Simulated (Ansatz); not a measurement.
Li5 (the lowest doublet isomer of a short search), 5 atoms. Hardware: 4 threads of Intel Xeon Platinum 8488C on a shared host.

Correlated methods freeze no core orbitals; core or outer-core shells of Li are correlated, in sets that lack core-valence functions.

Task: How many basis functions does each of these Ansatz runs have, and roughly what does it cost? PBE/def2-SVP, charge 0 doublet, energy, from earlier orbitals; LC-ωPBE (ω = 0.20 bohr⁻¹)/def2-TZVP, charge 1 singlet at the geometry of the charge 0 doublet, energy, from earlier orbitals; PBE0/def2-TZVP, charge 1 triplet at the geometry of the charge 0 doublet, energy; PBE/def2-TZVP, charge 0 doublet, energy, from earlier orbitals; PBE/def2-TZVPD, charge -1 triplet at the geometry of the charge 0 doublet, energy, from earlier orbitals; LC-ωPBE (ω = 0.10 bohr⁻¹)/def2-TZVP, charge 0 quartet, energy, from earlier orbitals; RPA@PBE/def2-TZVP, charge 0 quartet, energy, from earlier orbitals; r2SCAN/def2-TZVP, charge 0 quartet, energy, from earlier orbitals; PBE/def2-TZVP, charge 1 triplet at the geometry of the charge 0 doublet, energy, from earlier orbitals; B3LYP/def2-TZVP, charge 0 doublet, energy, from earlier orbitals; PBE/def2-TZVP, charge 0 quartet, relaxation, 4 steps; RPA@PBE/def2-TZVP, charge 0 doublet, energy, from earlier orbitals.

Result: Other jobs shared the machine, so times can vary by a factor of up to 3. A dash marks memory too small to be measured apart from the calling script's.

```csv
run,functions,fitting or Cholesky vectors,wall time,peak host memory (GiB)
"LC-ωPBE (ω = 0.20 bohr⁻¹)/def2-TZVP, charge 1 singlet at the geometry of the charge 0 doublet, energy, from earlier orbitals",70,645,0.4 s,–
"PBE/def2-TZVP, charge 1 triplet at the geometry of the charge 0 doublet, energy, from earlier orbitals",70,645,0.6 s,–
"PBE/def2-SVP, charge 0 doublet, energy, from earlier orbitals",45,645,0.65 s,–
"PBE0/def2-TZVP, charge 1 triplet at the geometry of the charge 0 doublet, energy",70,645,0.75 s,–
"RPA@PBE/def2-TZVP, charge 0 quartet, energy, from earlier orbitals",70,760,0.8 s,–
"PBE/def2-TZVP, charge 0 doublet, energy, from earlier orbitals",70,645,0.85 s,–
"PBE/def2-TZVPD, charge -1 triplet at the geometry of the charge 0 doublet, energy, from earlier orbitals",85,825,0.95 s,–
"r2SCAN/def2-TZVP, charge 0 quartet, energy, from earlier orbitals",70,645,1 s,–
"RPA@PBE/def2-TZVP, charge 0 doublet, energy, from earlier orbitals",70,760,1.2 s,–
"LC-ωPBE (ω = 0.10 bohr⁻¹)/def2-TZVP, charge 0 quartet, energy, from earlier orbitals",70,645,1.2 s,–
"B3LYP/def2-TZVP, charge 0 doublet, energy, from earlier orbitals",70,645,2 s,–
"PBE/def2-TZVP, charge 0 quartet, relaxation, 4 steps",70,645,2.8 s,–
```
